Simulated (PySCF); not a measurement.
# Structure from NMR data

Molecular formula: C$_{8}$H$_{9}$FSi. Simulated spectra:

$^{1}$H NMR (600 MHz, computed): δ 6.17 (m, 1H), 5.86 (m, 1H), 2.11 (s, 3H), 2.00 (s, 3H), 1.91 (s, 1H).

$^{13}$C{$^{1}$H} NMR (computed): δ 148.3 (C), 136.2 (CH2), 112.4 (C), 101.0 (CH), 88.2 (C), 83.6 (C), 24.1 (CH3), 5.7 (CH3).

[PySCF 2.14: coordinates at the GFN2-xTB level; σ from GIAO-PBE0/pcSseg-1; one conformer; equivalent nuclei averaged; relativity neglected; in vacuum]

References, each an isolated molecule treated in the same way: $^{1}$H, $^{13}$C vs TMS.

Question: What is the structure?

Answer: 
The formula gives 5 degrees of unsaturation (no ring in the answer). 8 carbon signals for 8 carbons: no two carbons are equivalent. Carbon types of the structure: 4 × C, 1 × CH, 1 × CH2, 2 × CH3, which accounts for all hydrogens. δC 148.3: fully substituted alkene carbon; as expected for a trigonal carbon in a double bond. δC 136.2: terminal =CH2 carbon; an sp2 carbon of a C=C bond. δC 112.4, 88.2, 83.6: alkyne carbon. δC 101.0: terminal alkyne carbon; sp carbons lie upfield of alkene carbons because the cylindrical π system leaves one tensor component strongly shielded. δC 24.1: allylic methyl carbon; aliphatic region, no heteroatom directly attached. δH 6.17, 5.86: hydrogen on a terminal =CH2 carbon; attached to an sp2 carbon and in the plane of the double bond. δH 1.91: hydrogen on a terminal alkyne carbon; it lies on the axis of the triple bond, in its shielding cone.

The compound is `C#C[Si@](F)(C#CC)C(=C)C`.

The data come from this structure; uniqueness wasn't tested.

Splittings by $^{19}$F in the carbon and heteronuclear signals aren't shown, as no couplings were computed. Shifts are as computed. Against solution values, carbons near 30 ppm lie about +3 ppm off and those near 130 ppm about +5 ppm. Of 1309 compounds with measured shifts, 239 miss one by over three times the rms of a fit or turn the order of signals round; such compounds aren't used in these exercises. No couplings were computed; multiplicities are counted from neighbouring protons, with m where these are inequivalent, close in shift, in a saturated or five-membered ring or joined by F or P, and br s for small geminal =CH2 splittings.
